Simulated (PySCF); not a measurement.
A calculated (PBE, PySCF 2.14, aug-cc-pwCVTZ-DK3, the spin-free X2C one-electron Hamiltonian (Gaussian nucleus)) atom or ion has these occupied shells.

```
shell  electrons  orbital energy (eV)  rms radius, mean of both spins (bohr)
 1s α          1             -87725.2                                 0.0181
 1s β          1             -87725.1                                 0.0181
 2s α          1             -15693.1                                 0.0730
 2s β          1             -15693.1                                 0.0730
 2p α          3             -13537.2                                 0.0673
 2p β          3             -13537.2                                 0.0673
 3s α          1              -3770.5                                  0.186
 3s β          1              -3770.4                                  0.186
 3p α          3              -3148.3                                  0.189
 3p β          3              -3148.2                                  0.189
 3d α          5              -2480.7                                  0.173
 3d β          5              -2480.6                                  0.173
 4s α          1              -854.76                                  0.408
 4s β          1              -854.71                                  0.408
 4p α          3              -649.31                                  0.436
 4p β          3              -649.25                                  0.436
 4d α          5              -402.65                                  0.463
 4d β          5              -402.58                                  0.463
 5s α          1              -144.85                                  0.905
 5s β          1              -144.71                                  0.905
 4f α          7              -134.43                                  0.497
 4f β          7              -134.35                                  0.497
 5p α          3              -87.628                                   1.04
 5p β          3              -87.455                                   1.04
 5d α          5              -22.603                                   1.40
 5d β          5              -21.968                                   1.40
 6s α          1              -13.701                                   2.44
 6p α          3               -4.897                                   3.37
```

Problem. Name the element and its charge.

Solution. Pb (lead, neutral), in [Xe] 4f14 5d10 6s1 6p3, high-spin 5S determinant (an excited configuration).
